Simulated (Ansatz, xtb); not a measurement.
## Isomers of C5H3F2NS in order of energy

3 gas-phase structures of C5H3F2NS, from a drawn sample of its isomers (lower ones may exist). Each was relaxed with GFN2-xTB; where two conformers were screened, the lower at r2SCAN-D4/def2-SVP//GFN2-xTB is listed:

A. `NC(=S)C#CC=C(F)F`, a singlet
B. `N#CC(=C=S)CC(F)F`, a singlet
C. `C=Cc1nsc(F)c1F`, a singlet

**Question.** Which do you expect lowest at r2SCAN-D4/def2-SVP//GFN2-xTB, and how would the others follow?

**Answer.** Calculated order at r2SCAN-D4/def2-SVP//GFN2-xTB: B (0.000), C (0.008), A (0.470) eV. Less than 1 kcal/mol parts B and C, so the order within that pair means little.

Energies above the lowest of each column, in eV; the last columns are at r2SCAN-D4/def2-SVP geometries:

```
structure  GFN2-xTB  HF/STO-3G  r2SCAN-D4/def2-SVP//GFN2-xTB  r2SCAN-D4/def2-SVP  CCSD(T)/def2-SVP + ΔMP2/def2-TZVPP
        B     0.975      0.396                         0.000               0.000                               0.000
        C     0.000      0.000                         0.008               0.012                               0.176
        A     1.142      2.229                         0.470               0.472                               0.967
```

CCSD(T)/def2-SVP + ΔMP2/def2-TZVPP puts B lowest; GFN2-xTB picks C, HF/STO-3G picks C. Some further structures that were screened fall inside this span and aren't listed. Flexible structures stand in one conformer each, not always the lowest. The ΔMP2 step shifts differences by up to 0.389 eV, which makes them less sure. ΔMP2 is the change of the MP2 energy from the smaller to the larger basis.

Programs: Ansatz 0.2.0, xtb 6.7.1.
